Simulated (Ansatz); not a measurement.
Reaction (formal exchange of groups at a C–C bond): `C=C(F)CCl` + `[CH3][InH2]` → `[CH3][InH][CH2]Cl` + `C=CF`

Isolated molecules relaxed with PBE0-D4/def2-TZVP in Ansatz; ΔE leaves out vibrations. CCSD(T)/CBS adds triple-zeta CCSD(T) − MP2 to the extrapolated MP2 energy (def2 sets, frozen cores). Functionals use def2-TZVPP. B3LYP here is the variant with VWN-RPA as its local correlation; programs differ in this. Elements past krypton have def2 core potentials. For In outer-core shells are correlated without core-valence functions, which leaves a few kJ/mol of doubt a bond. Each species was taken in one conformer, which may not be the lowest.

| level | ΔE (kJ/mol) | difference from CCSD(T)/CBS |
| --- | --- | --- |
| PBE-D4 | -2.0 | 10.0 |
| r2SCAN-D4 | -1.2 | 10.8 |
| PBE0-D4 | 1.0 | 13.0 |
| B3LYP-D4 | -1.6 | 10.4 |
| ωB97X-V | 0.7 | 12.7 |
| ωB97M-V | -1.5 | 10.5 |
| B2PLYP | -5.0 | 7.0 |
| PBE | -2.7 | 9.3 |
| r2SCAN | -1.3 | 10.7 |
| PBE0 | 0.6 | 12.6 |
| B3LYP | -2.5 | 9.5 |
| HF/def2-TZVPP | 5.4 | 17.4 |
| MP2/def2-TZVPP | -9.0 | 3.0 |
| SCS-MP2/def2-TZVPP | -6.8 | 5.2 |
| CCSD/def2-TZVPP | -4.3 | 7.7 |
| CCSD(T)/def2-TZVPP | -5.9 | 6.1 |
| HF/def2-QZVPP | 4.9 | 16.9 |
| MP2/def2-QZVPP | -12.8 | -0.8 |
| SCS-MP2/def2-QZVPP | -10.2 | 1.8 |
| HF/CBS(def2) | 4.9 | 16.9 |
| MP2/CBS(def2) | -15.2 | -3.2 |
| CCSD/CBS(def2) | -10.4 | 1.6 |
| CCSD(T)/CBS | -12.0 | 0 |

Largest T1 diagnostic among the species: 0.013.

In def2-TZVPP, CCSD(T) changes the Hartree–Fock value by −11.3 kJ/mol (the triples alone add −1.6 kJ/mol) and MP2 by −14.5 kJ/mol. From PBE to PBE0 (25 % exact exchange), in def2-TZVPP and without D4, ΔE moves by +3.3 kJ/mol.
